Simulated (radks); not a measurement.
Q: Excited configurations of V3+: one electron is placed in a higher orbital outside [Ar] 3d1. The ground configuration is [Ar] 3d2. All-electron calculation, non-relativistic Kohn-Sham, LDA (Slater exchange, Perdew-Wang correlation), spin-unpolarised, spherical densities, point nucleus. Program: a radial shooting solver on a logarithmic mesh with Libxc functionals. Excitation = E - E(ground); binding = E(ion) - E, where the ion is the core of charge +4; n* = 4/sqrt(2 binding) in atomic units, and the quantum defect is n - n*.

| outer orbital | excitation (eV) | binding (eV) | n* | quantum defect | eigenvalue (eV) | <r> (bohr) |
|---|---|---|---|---|---|---|
| 4s | 11.665 | 34.709 | 2.504 | 1.496 | -30.531 | 2.432 |
| 4f | 32.416 | 13.958 | 3.949 | 0.051 | -11.768 | 4.256 |
| 5p | 30.952 | 15.422 | 3.757 | 1.243 | -13.665 | 5.176 |
| 5f | 37.163 | 9.211 | 4.861 | 0.139 | -8.007 | 7.401 |

Estimate the row for 5d.

A: excitation (eV) 34.506; binding (eV) 11.868; n* 4.283; quantum defect 0.717; eigenvalue (eV) -10.433; <r> (bohr) 6.263. The Delta-SCF ionisation energy is 46.374 eV (NIST Atomic Spectra Database: 46.709 eV, measured). Self-interaction in the functional shifts the binding energies and quantum defects, so they are the method's values and not measured ones. Spin polarisation and multiplet splitting are left out, so open shells lie too high by an amount that depends on their filling.

Beside tabulated values, note that spin-unpolarised runs miss the spin-polarisation part of the exchange energy of open shells.
